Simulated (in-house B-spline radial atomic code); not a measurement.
A calculation on Al⁺: its settings, and results tabulated from the run. Computed with an all-electron radial atomic-structure program (B-spline basis): non-relativistic B3LYP, spherical fractional occupations, point nucleus, inside a hard spherical wall at 2.28 bohr.

Command:
```bash
python run_scf.py task.json out
```
Settings:
```
Z                13
configuration    [Ne] 3s1 3p1
hamiltonian      nr
method           b3lyp
spin_polarised   False
wall_radius      2.28
```

Output (hartree, bohr):
```
 radial grid: 35 intervals, B-splines of order 8, outer radius 2.28 bohr

 iter        energy (Eh)    residual
    1        -239.187713    2.01e-01
    2        -239.343834    4.26e-02
    3        -239.377634    9.45e-03
    4        -239.379510    2.26e-03
    5        -239.379588    1.29e-03
    6        -239.379618    1.05e-04
    7        -239.379618    1.05e-06
    8        -239.379618    7.54e-09

 total energy                      -239.37962
 kinetic                             248.5779
 electron-nucleus                   -585.2232
 Hartree                             116.1544
 exact exchange                       -3.6054
 exchange-correlation                -15.2833

 orbital      occ     eigenvalue          <r>       <r^2>       <1/r>     <1/r^3>       r_max
 1s         2.000       -55.5947     0.120557   0.0195663     12.5732           -     0.07874
 2s         2.000        -3.8703     0.633361    0.480307     2.30646           -      0.5005
 2p         6.000        -2.4095     0.611086    0.470842     2.17774     34.3701      0.4335
 3s         1.000         0.8418      1.34368     2.00902     1.09112           -       1.465
 3p         1.000         1.3158      1.31564     1.96896      1.1002     13.3258       1.481
```

Run time, properties included: 0.03 s on 1 thread of Arm Neoverse V2, on a shared host.

Caution: exact exchange at fractional occupations of open shells leaves self-interaction of up to several eV.
